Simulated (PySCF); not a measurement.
Ligand exchange on a metal centre used in film growth or etching (Hf Cl-NH2). All species are isolated molecules in the gas phase. One relaxed conformer stands for each flexible species; it need not be the lowest. In the def2 sets, heavy atoms carry core potentials. All members: neutral, multiplicity 1. Level: B3LYP-D3(BJ)/def2-TZVP // PBE-D3(BJ)/def2-SVP (PySCF), beside PBE-D3(BJ)/def2-TZVP // PBE-D3(BJ)/def2-SVP (PySCF) at the same geometries. B3LYP has the VWN-RPA correlation part, as in Gaussian. 

| species | HOMO–LUMO gap, PBE (eV) | HOMO–LUMO gap, B3LYP-D3(BJ) (eV) |
|---|---|---|
| [Hf(Cl)3(NH2)] | 4.32 | withheld |
| [Hf(Cl)2(NH2)2] | 4.52 | 6.29 |
| [Hf(NH2)4] | 4.70 | 6.24 |
| [Hf(Cl)(NH2)3] | 4.98 | 6.65 |
| [Hf(Cl)4] | 5.27 | 6.97 |

Q: Fit y = a + b·x, y being the HOMO–LUMO gap at the first level, to the 4 complete rows by least squares, with x = the PBE value in eV. Give a, b and the rms residual, and predict the withheld value.

A: Means of the 4 rows: x̄ = 4.8675, ȳ = 6.5375 eV. Σ(x − x̄)² = 0.32347 and Σ(x − x̄)(y − ȳ) = 0.32257, so b = 0.997 and a = ȳ − b·x̄ = 1.685 eV. The rms residual is 0.083 eV. At x = 4.32 the line gives 5.99 eV, outside the range of the fitted rows. The run for [Hf(Cl)3(NH2)] gave 6.09 eV, so the line is off by 0.10 eV, within twice the rms residual.

Codes: PySCF.
